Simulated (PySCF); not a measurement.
Stepwise substitution at one centre (Sn F-OCH3). Gas-phase values, no solvent. One relaxed conformer stands for each flexible species; it need not be the lowest. Strings in code marks are SMILES.

The T1 excitation (TDA) from two functionals at the same geometries (PBE0-D3(BJ)/def2-SVP), both in PySCF: PBE-D3(BJ)/def2-TZVP and TPSSh-D3(BJ)/def2-TZVP. Excitations are Tamm–Dancoff values on a coarser integration grid. The basis has no diffuse functions, so Rydberg states are missing or too high.

```json
[
 {"species": "1 of 4 F replaced by OCH3", "PBE-D3(BJ)/def2-TZVP (eV)": "3.15", "TPSSh-D3(BJ)/def2-TZVP (eV)": "3.70"},
 {"species": "2 of 4 F replaced by OCH3 (`[O](C)[Sn]([F])([F])[O]C` (C–O–Sn–F torsion 56°, F–Sn–O–C torsion -58°))", "PBE-D3(BJ)/def2-TZVP (eV)": "3.27", "TPSSh-D3(BJ)/def2-TZVP (eV)": "3.84"},
 {"species": "3 of 4 F replaced by OCH3 (`[O](C)[Sn]([F])([O]C)[O]C`)", "PBE-D3(BJ)/def2-TZVP (eV)": "3.43", "TPSSh-D3(BJ)/def2-TZVP (eV)": "4.01"}
]
```

Over these rows, drawn at random from the members with no instability flagged (it was tested for open shells, ions and some series alone), PBE minus TPSSh-D3(BJ): mean -0.56 eV, from -0.58 eV to -0.55 eV.
